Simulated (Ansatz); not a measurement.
Reactions of `OCS[SiH2]S`.

Computed with Ansatz on PBE0-D4/def2-TZVP structures; ΔE is electronic, products minus reactants. CCSD(T)/CBS adds triple-zeta CCSD(T) − MP2 to the extrapolated MP2 energy (def2 sets, frozen cores). This one scheme is used for every species, atoms too. Open shells (•) are unrestricted, without spin–orbit coupling. Spin–orbit coupling would lower the free atoms: a little for C, O, S, Si. Bonds to Ge are less sure, by a few kJ/mol each and by 10 to 20 or more in all where they break to atoms, as the def2 sets lack core-valence functions. Scalar relativity is left out up to krypton. Each species was taken in one conformer, which may not be the lowest.

Order these by ΔE at CCSD(T)/CBS, lowest first. (An estimate is asked.)
A. `OCS[SiH2]S` + `[SiH3][GeH3]` → `S[SiH2][SiH2][GeH3]` + `OCS`
B. `OCS[SiH2]S` → `OC([SiH3])(S)S`
C. `OCS[SiH2]S` + H₂ → `CS[SiH2]S` + H₂O
D. `OCS[SiH2]S` + `BN` → `N[SiH2]S` + `BSCO`
E. `OCS[SiH2]S` → C• + 6 H• + O• + 2 S• + Si•

C (-104.1 kJ/mol), D (+54.7 kJ/mol), A (+66.9 kJ/mol), B (+193.3 kJ/mol), E (+3696.9 kJ/mol).

Largest T1 diagnostic: 0.014, for `BSCO`.
